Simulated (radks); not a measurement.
Sc-, 22 electrons, occupied as [Ar] 3d2 4s2.

All-electron calculation, scalar-relativistic Kohn-Sham, PBEsol, spin-unpolarised, spherical densities, point nucleus; hard spherical wall at 12 bohr. Program: a radial shooting solver on a logarithmic mesh with Libxc functionals.

Energy parts (eV):
| part | energy |
|---|---|
| total | -20765.927 |
| kinetic | 20921.243 |
| electron-nucleus | -49503.411 |
| Hartree | 8853.863 |
| exchange-correlation | -1037.622 |

Orbitals (lengths in bohr, moments of r in powers of bohr):
[
 {"orbital": "1s", "occ.": "2", "eigenvalue (eV)": "-4384.487", "<r>": "0.07310"},
 {"orbital": "2s", "occ.": "2", "eigenvalue (eV)": "-466.2029", "<r>": "0.3439"},
 {"orbital": "2p", "occ.": "6", "eigenvalue (eV)": "-380.5216", "<r>": "0.3079"},
 {"orbital": "3s", "occ.": "2", "eigenvalue (eV)": "-47.6624", "<r>": "1.080"},
 {"orbital": "3p", "occ.": "6", "eigenvalue (eV)": "-26.4363", "<r>": "1.179"},
 {"orbital": "4s", "occ.": "2", "eigenvalue (eV)": "0.6734", "<r>": "4.374"},
 {"orbital": "4p", "occ.": "0", "eigenvalue (eV)": "2.6017", "<r>": "5.914"},
 {"orbital": "3d", "occ.": "2", "eigenvalue (eV)": "3.0238", "<r>": "2.914"},
 {"orbital": "5s", "occ.": "0", "eigenvalue (eV)": "4.2394", "<r>": "7.156"},
 {"orbital": "4d", "occ.": "0", "eigenvalue (eV)": "4.8152", "<r>": "6.689"}
]

The highest occupied level is 3d at 3.024 eV. The configuration is held as typed, so some empty levels lie below it. The pressure on the wall is 0.0547 GPa. The density falls to 0.001 e/bohr^3 at r = 5.56 bohr. Summed over all electrons, <r^2> = 84.33 bohr^2, which gives a Langevin (diamagnetic) susceptibility term of -66.8 x 10^-6 cm^3/mol.
